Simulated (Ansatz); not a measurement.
`C[O][Mo](=[O])(=[O])[OH]` + HCl → `[O]=[Mo](=[O])([OH])[Cl]` + CH₃OH at 500 K and 1 bar (ligand exchange at a Mo–O bond).

Gas-phase electronic energies from Ansatz, PBE0-D4/def2-TZVP geometries. CCSD(T)/CBS adds triple-zeta CCSD(T) − MP2 to the extrapolated MP2 energy (def2 sets, frozen cores). This one scheme is used for every species. def2 core potentials past Kr. For Mo outer-core shells are correlated without core-valence functions, which leaves a few kJ/mol of doubt a bond. One conformer a species, not always the lowest.

| species | CCSD(T)/CBS energy (Eh) | H − E (kJ/mol) | S (J/(mol·K)) |
| --- | --- | --- | --- |
| `C[O][Mo](=[O])(=[O])[OH]` | -409.42972 | 213.9 | 453.8 |
| HCl | -460.38127 | 32.5 | 201.9 |
| `[O]=[Mo](=[O])([OH])[Cl]` | -754.20258 | 95.6 | 391.6 |
| CH₃OH | -115.61712 | 157.0 | 265.4 |

H − E and S are ideal-gas, rigid-rotor, harmonic terms from PBE0-D4/def2-TZVP, for one conformer and one mirror image of each species. 1 Eh = 2625.50 kJ/mol, R = 8.31446 J/(mol·K).

Task: By hand: ΔE, ΔH, ΔS and ΔG.

Result: ΔE = (-754.20258) + (-115.61712) − (-409.42972) − (-460.38127) = -0.00871 Eh = -22.9 kJ/mol. Δ(H − E) = 95.6 + 157.0 − 213.9 − 32.5 = 6.2, so ΔH = -16.7 kJ/mol. ΔS = 391.6 + 265.4 − 453.8 − 201.9 = 1.3 J/(mol·K). ΔG = -16.7 − 500 × (1.3)/1000 = -17.3 kJ/mol.

Task: By hand: the equilibrium constant, and the temperature at which ΔG would vanish if ΔH and ΔS stayed fixed.

Result: log₁₀ K = −ΔG/(RT ln 10) = 1.8. ΔH and −TΔS have one sign here, so there is no such temperature. One of them is within its doubt of zero, so this could turn.

The number of gas molecules stays the same, so ΔS is small and ΔH decides. A doubt of 5 kJ/mol in ΔE shifts log₁₀ K by 0.5 here. Other conformers and mirror images would add mixing entropy, several J/(mol·K) or more a flexible species. Modes under 60 cm⁻¹, often nearly free rotors, make the harmonic entropy too high. These are equilibria of isolated gas molecules and say nothing of rates. Largest T1 diagnostic: 0.024 (customary marks: 0.02 for closed shells, 0.045 for open ones).
